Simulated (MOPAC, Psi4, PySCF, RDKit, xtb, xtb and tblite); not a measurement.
Conformational energy of SMILES O=Cc1ccc(O)s1 (C5H4O2S). Scanned: dihedral O1–C2–C3–S8; all other coordinates were relaxed at GFN2-xTB. Points at φ and −φ are mirror images.

Geometry of the scan point at 15° (Å):
```
12

O      2.7443    -1.6634    -0.5143
C      2.3127    -0.5921    -0.1599
C      0.9253    -0.2210    -0.0855
C      0.3842     1.0284     0.1076
C     -1.0125     1.0370     0.1768
C     -1.5441    -0.2231     0.0640
O     -2.8481    -0.5182     0.1095
S     -0.3266    -1.4362    -0.1442
H      2.9904     0.2462     0.1027
H      0.9885     1.9150     0.1792
H     -1.6176     1.9138     0.3095
H     -2.9988    -1.4661     0.0097
```

- GFN2-xTB (xtb and tblite)
- MMFF94 // GFN2-xTB (RDKit)
- PBE/def2-SVP // GFN2-xTB (Psi4)
- PBE-D3(BJ)/def2-SVP // GFN2-xTB (Psi4)
- MP2/cc-pVTZ = Psi4 1.11 with DF-MP2 (frozen core)/cc-pVTZ // GFN2-xTB
- HF/cc-pVTZ // GFN2-xTB (Psi4)
- UFF // GFN2-xTB (RDKit)
- AM1, restricted, heats of formation // GFN2-xTB (MOPAC)
- PM7, restricted, heats of formation // GFN2-xTB (MOPAC)
- GFN1-xTB // GFN2-xTB (xtb)
- RKS-B3LYP/6-31G* = restricted B3LYP/6-31G*, spherical d, density fitting // GFN2-xTB in PySCF 2.14.0
- RHF/3-21G = PySCF with restricted Hartree-Fock/3-21G // GFN2-xTB
- RMP2/3-21G = restricted MP2 (frozen core)/3-21G // GFN2-xTB (PySCF)
- RHF/LANL2DZ = restricted Hartree-Fock/LANL2DZ, with its core potentials past Ne // GFN2-xTB (PySCF)

Least-squares fit of E(φ) = a0 + Σ (a_n cos nφ + b_n sin nφ), n = 1 to 4, to the 24 scan points, in kJ/mol above the lowest point of each profile (levels whose profile four harmonics don't fit are not listed):

| method | a0 | a1 | b1 | a2 | b2 | a3 | b3 | a4 | b4 | rms of fit |
|---|---|---|---|---|---|---|---|---|---|---|
| GFN2-xTB | 19.32 | 0.80 | 0.00 | -20.57 | 0.00 | -0.45 | 0.00 | 1.93 | 0.00 | 0.31 |
| MMFF94 | 23.11 | 4.24 | 0.00 | -20.08 | 0.00 | 0.05 | 0.00 | 1.58 | 0.00 | 0.24 |
| PBE/def2-SVP | 32.36 | -2.57 | 0.00 | -31.07 | 0.00 | -0.95 | 0.00 | 2.83 | 0.00 | 0.56 |
| PBE-D3(BJ)/def2-SVP | 32.47 | -2.56 | 0.00 | -31.17 | 0.00 | -0.98 | 0.00 | 2.85 | 0.00 | 0.57 |
| MP2/cc-pVTZ | 27.38 | -3.48 | 0.00 | -24.47 | 0.00 | -0.89 | 0.00 | 1.70 | 0.00 | 0.18 |
| HF/cc-pVTZ | 27.04 | -3.81 | 0.00 | -22.55 | 0.00 | -1.15 | 0.00 | 0.26 | 0.00 | 0.31 |
| UFF | 22.17 | 1.88 | 0.00 | -22.44 | 0.00 | 0.57 | 0.00 | 3.28 | 0.00 | 0.83 |
| AM1 | 8.99 | -0.13 | 0.00 | -8.41 | 0.00 | 0.86 | 0.00 | -0.25 | 0.00 | 0.35 |
| PM7 | 8.31 | -1.89 | 0.00 | -5.81 | 0.00 | 0.09 | 0.00 | -0.96 | 0.00 | 0.45 |
| GFN1-xTB | 18.55 | 0.29 | 0.00 | -19.78 | 0.00 | -0.16 | 0.00 | 1.57 | 0.00 | 0.19 |
| RKS-B3LYP/6-31G* | 32.26 | -4.01 | 0.00 | -29.12 | 0.00 | -1.01 | 0.00 | 2.24 | 0.00 | 0.33 |
| RHF/3-21G | 30.37 | -2.89 | 0.00 | -26.32 | 0.00 | -1.29 | 0.00 | -0.01 | 0.00 | 0.26 |
| RMP2/3-21G | 29.95 | -3.82 | 0.00 | -25.52 | 0.00 | -1.23 | 0.00 | 0.73 | 0.00 | 0.06 |
| RHF/LANL2DZ | 25.97 | -2.43 | 0.00 | -23.16 | 0.00 | -1.05 | 0.00 | 0.50 | 0.00 | 0.20 |
